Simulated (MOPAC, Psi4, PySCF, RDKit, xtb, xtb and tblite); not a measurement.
Torsional profile of SMILES c1ccc(cc1)C(O)=O. Scanned: dihedral O1–C2–O3–H10; all other coordinates were relaxed at GFN2-xTB. Points at φ and −φ are mirror images.

Geometry of the scan point at -120° (Å):
```
15

O      2.8260     0.7031     0.4182
C      2.0856    -0.1545     0.0279
O      2.5778    -1.3395    -0.4508
C      0.6072    -0.0217     0.0019
C      0.0493     1.2333     0.2410
C     -1.3225     1.3948     0.2348
C     -2.1469     0.3053    -0.0014
C     -1.5985    -0.9471    -0.2284
C     -0.2261    -1.1143    -0.2303
H      2.3188    -1.4920    -1.3646
H      0.7116     2.0652     0.4265
H     -1.7524     2.3683     0.4166
H     -3.2195     0.4309    -0.0037
H     -2.2432    -1.7957    -0.4026
H      0.1992    -2.0950    -0.3884
```

Levels: GFN2-xTB (xtb and tblite); MMFF94 // GFN2-xTB (RDKit); PBE0/def2-SVP // GFN2-xTB (Psi4); PBE0-D3(BJ)/def2-SVP // GFN2-xTB (Psi4); PBE/def2-SVP // GFN2-xTB (Psi4); PBE-D3(BJ)/def2-SVP // GFN2-xTB (Psi4); UFF // GFN2-xTB (RDKit); PM3, restricted, heats of formation // GFN2-xTB (MOPAC); PM6, restricted, heats of formation // GFN2-xTB (MOPAC); GFN1-xTB // GFN2-xTB (xtb); RKS-B3LYP/6-31G* = restricted B3LYP/6-31G*, spherical d, density fitting // GFN2-xTB (PySCF); RKS-B3LYP/3-21G = restricted B3LYP/3-21G, density fitting // GFN2-xTB run with PySCF; RHF/3-21G = restricted Hartree-Fock/3-21G, density fitting // GFN2-xTB (PySCF 2.14.0); RHF/STO-3G = restricted Hartree-Fock/STO-3G // GFN2-xTB in PySCF 2.14.0.

Least-squares fit of E(φ) = a0 + Σ (a_n cos nφ + b_n sin nφ), n = 1 to 4, to the 12 scan points, in kcal/mol above the lowest point of each profile (levels whose profile four harmonics don't fit are not listed):

```csv
method,a0,a1,b1,a2,b2,a3,b3,a4,b4,rms of fit
GFN2-xTB,7.91,-3.20,0.00,-4.69,0.00,-0.18,0.00,0.20,0.00,0.03
MMFF94,9.87,-4.87,0.00,-4.72,0.00,-0.56,0.00,0.41,0.00,0.15
PBE0/def2-SVP,7.92,-3.02,0.00,-4.71,0.00,-0.37,0.00,0.28,0.00,0.11
PBE0-D3(BJ)/def2-SVP,7.86,-2.95,0.00,-4.71,0.00,-0.37,0.00,0.28,0.00,0.11
PBE/def2-SVP,7.79,-2.79,0.00,-4.88,0.00,-0.31,0.00,0.30,0.00,0.10
PBE-D3(BJ)/def2-SVP,7.72,-2.71,0.00,-4.89,0.00,-0.32,0.00,0.30,0.00,0.10
UFF,3.31,-0.80,0.00,-2.37,0.00,-0.75,0.00,0.84,0.00,0.33
PM3,4.39,-1.53,0.00,-2.80,0.00,-0.06,0.00,-0.01,0.00,0.03
PM6,6.25,-3.12,0.00,-3.11,0.00,-0.11,0.00,0.12,0.00,0.04
GFN1-xTB,8.04,-3.94,0.00,-4.02,0.00,-0.15,0.00,0.11,0.00,0.03
RKS-B3LYP/6-31G*,8.03,-3.11,0.00,-4.70,0.00,-0.40,0.00,0.28,0.00,0.13
RKS-B3LYP/3-21G,8.28,-4.12,0.00,-3.79,0.00,-0.55,0.00,0.31,0.00,0.17
RHF/3-21G,8.34,-4.82,0.00,-2.94,0.00,-0.73,0.00,0.27,0.00,0.19
RHF/STO-3G,6.64,-3.09,0.00,-3.05,0.00,-0.54,0.00,0.09,0.00,0.08
```
